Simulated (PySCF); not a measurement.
B(H)(Br)(NH2) (BBrH3N), SMILES B(Br)N.

Geometry optimised at B3LYP-D3(BJ)/def2-TZVP. Other conformers were not sampled.

Method: PBE0/def2-TZVPD (PySCF).

Symmetry labels are those of the subgroup Cs that the program uses (full group Cs).

Task: List the valence orbital energies around the gap with their symmetry. (Estimate from the structure and the level; the computed values follow.)

Result: 
```
orbital  symmetry  energy (eV)
-------  --------  -----------
HOMO−7         A'       -21.41
HOMO−6         A'       -15.20
HOMO−5         A'       -14.90
HOMO−4         A'       -11.87
HOMO−3         A'        -9.91
HOMO−2         A"        -9.65
HOMO−1         A"        -8.10
HOMO           A'        -8.05
LUMO           A"        -0.14
LUMO+1         A'        -0.03
LUMO+2         A'         0.72
LUMO+3         A'         0.91
```
